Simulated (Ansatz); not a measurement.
Steps of a relaxation of CH₅InSi with RKS PBE0-D4/def2-TZVP.

```sh
$ ansatz run in.yaml --threads 2 --pin off --events-out ev --progress --plain --max-ram 4352MiB
```

```yaml
crystal:
  periodic: [false, false, false]
  atoms:
    - {symbol: C, position_ang: [-0.665600, 0.007758, -0.748904]}
    - {symbol: Si, position_ang: [0.507439, 1.051216, 0.054671]}
    - {symbol: In, position_ang: [0.821778, -1.310932, 1.453913]}
    - {symbol: H, position_ang: [-0.398454, -0.636321, -1.601916]}
    - {symbol: H, position_ang: [-1.704792, -0.090609, -0.395954]}
    - {symbol: H, position_ang: [0.049254, 2.085761, 1.035146]}
    - {symbol: H, position_ang: [1.819150, 1.358378, -0.598238]}
    - {symbol: H, position_ang: [-0.336476, -2.522451, 0.745483]}
basis:
  gaussian: {orbitals: def2-TZVP}
hamiltonian: {xc: pbe0, dispersion: d4}
relax: {f_tol: 0.005, max_steps: 150}
```

Positions (Å) and forces (eV/Å) along the path, 7 of 7 steps:

```xyz
8
step=1 energy=-14164.1705 eV
C    -0.666    0.008   -0.749    0.104    0.012    0.119
Si    0.507    1.051    0.055   -0.284   -0.146   -0.241
In    0.822   -1.311    1.454   -0.258   -0.060   -0.252
H    -0.398   -0.636   -1.602   -0.137    0.345    0.468
H    -1.705   -0.091   -0.396    0.570    0.045   -0.182
H     0.049    2.086    1.035    0.098   -0.240   -0.200
H     1.819    1.358   -0.598   -0.277   -0.089    0.149
H    -0.336   -2.522    0.745    0.185    0.135    0.140
8
step=2 energy=-14164.1772 eV
C    -0.620   -0.017   -0.688    0.010    0.107   -0.014
Si    0.514    1.107    0.036   -0.206   -0.337   -0.069
In    0.695   -1.285    1.307    0.181    0.032    0.182
H    -0.345   -0.677   -1.510   -0.088    0.174    0.045
H    -1.633   -0.149   -0.311    0.123    0.102   -0.154
H     0.052    2.122    1.014    0.054   -0.059   -0.063
H     1.816    1.396   -0.612   -0.084   -0.004    0.057
H    -0.387   -2.554    0.708    0.010   -0.015    0.015
8
step=3 energy=-14164.1985 eV
C    -0.645   -0.021   -0.714   -0.186    0.066   -0.181
Si    0.511    1.039    0.064   -0.149    0.110   -0.209
In    0.756   -1.234    1.349   -0.024   -0.297    0.107
H    -0.402   -0.614   -1.598   -0.013    0.129    0.249
H    -1.692   -0.080   -0.404    0.315    0.009   -0.034
H     0.056    2.058    1.037    0.021   -0.002   -0.017
H     1.810    1.334   -0.581   -0.016    0.012    0.016
H    -0.303   -2.539    0.790    0.052   -0.028    0.068
8
step=4 energy=-14164.2115 eV
C    -0.660    0.021   -0.747    0.467    0.396    0.264
Si    0.507    1.051    0.055   -0.182   -0.089   -0.157
In    0.743   -1.270    1.352   -0.052   -0.105   -0.010
H    -0.413   -0.576   -1.603    0.145   -0.231   -0.336
H    -1.681   -0.048   -0.431   -0.450   -0.012    0.181
H     0.056    2.070    1.032    0.041   -0.044   -0.023
H     1.811    1.347   -0.586   -0.037   -0.013    0.051
H    -0.271   -2.652    0.873    0.068    0.098    0.030
8
step=5 energy=-14164.2193 eV
C    -0.664    0.032   -0.757    0.032    0.008    0.032
Si    0.500    1.049    0.048   -0.024   -0.019   -0.019
In    0.745   -1.273    1.354    0.070    0.100    0.032
H    -0.408   -0.578   -1.616    0.001    0.001   -0.010
H    -1.694   -0.044   -0.428   -0.010    0.004   -0.002
H     0.061    2.059    1.037    0.012   -0.002   -0.008
H     1.810    1.336   -0.577   -0.009    0.006    0.010
H    -0.257   -2.637    0.882   -0.072   -0.098   -0.035
8
step=6 energy=-14164.2202 eV
C    -0.663    0.027   -0.754    0.011    0.016    0.006
Si    0.497    1.051    0.045    0.005    0.005    0.006
In    0.747   -1.270    1.358    0.009    0.001    0.007
H    -0.407   -0.579   -1.615    0.000   -0.005   -0.005
H    -1.694   -0.046   -0.427   -0.006   -0.002    0.001
H     0.066    2.061    1.036   -0.010   -0.002   -0.003
H     1.809    1.340   -0.574   -0.003   -0.006   -0.008
H    -0.262   -2.642    0.877   -0.007   -0.007   -0.003
8
step=7 energy=-14164.2203 eV
C    -0.663    0.029   -0.754    0.004    0.005    0.003
Si    0.498    1.051    0.046   -0.003   -0.002   -0.002
In    0.750   -1.272    1.360    0.000   -0.001    0.001
H    -0.407   -0.579   -1.614    0.000   -0.001    0.000
H    -1.694   -0.046   -0.426    0.000   -0.001    0.000
H     0.063    2.061    1.035   -0.001    0.001    0.001
H     1.809    1.339   -0.576    0.001    0.000   -0.002
H    -0.264   -2.640    0.874   -0.001    0.000   -0.001
```

Hardware: 2 threads of an Intel Xeon Platinum 8375C on a shared host. Wall time 46 s, peak host memory 0.35 GiB.
